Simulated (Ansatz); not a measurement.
Calculated with Ansatz (gas phase, PBE0-D4/def2-TZVP geometries, no zero-point term in ΔE). CBS: MP2 limit from def2 TZ/QZ plus the TZ coupled-cluster correction, frozen cores. This one scheme is used for every species. DFT in def2-TZVPP. B3LYP here is the variant with VWN-RPA as its local correlation; programs differ in this. For Zn outer-core shells are correlated without core-valence functions, which leaves a few kJ/mol of doubt a bond. Scalar relativity is left out up to krypton. One conformer a species, not always the lowest.

Consider the ligand exchange at a B–C bond: `[F][Zn][CH2]BCl` + CH₃OH → `COBCl` + `[CH3][Zn][F]`.

```
             level  ΔE (kcal/mol)  difference from CCSD(T)/CBS
            PBE-D4          -25.5                         -0.1
         r2SCAN-D4          -26.3                         -0.9
           PBE0-D4          -24.9                          0.5
          B3LYP-D4          -27.1                         -1.7
           ωB97X-V          -26.4                         -1.0
           ωB97M-V          -26.4                         -1.0
            B2PLYP          -27.3                         -1.9
               PBE          -26.0                         -0.6
            r2SCAN          -26.4                         -1.0
              PBE0          -25.3                          0.1
             B3LYP          -27.9                         -2.5
     HF/def2-TZVPP          -27.2                         -1.8
    MP2/def2-TZVPP          -25.4                          0.0
SCS-MP2/def2-TZVPP          -26.0                         -0.6
   CCSD/def2-TZVPP          -25.8                         -0.4
CCSD(T)/def2-TZVPP          -25.6                         -0.2
     HF/def2-QZVPP          -27.3                         -1.9
    MP2/def2-QZVPP          -25.4                          0.0
SCS-MP2/def2-QZVPP          -26.0                         -0.6
      HF/CBS(def2)          -27.3                         -1.9
     MP2/CBS(def2)          -25.3                          0.1
    CCSD/CBS(def2)          -25.6                         -0.2
       CCSD(T)/CBS          -25.4                            0
```

Largest T1 diagnostic among the species: 0.016.

In def2-TZVPP, CCSD(T) changes the Hartree–Fock value by +1.6 kcal/mol (the triples alone add +0.2 kcal/mol) and MP2 by +1.8 kcal/mol. The D4 term adds +0.9 kcal/mol with B3LYP and +0.4 kcal/mol with PBE0; it sums over pairs of atoms, weighted by their polarisabilities, and B3LYP, whose exchange is more repulsive, gets the larger term.
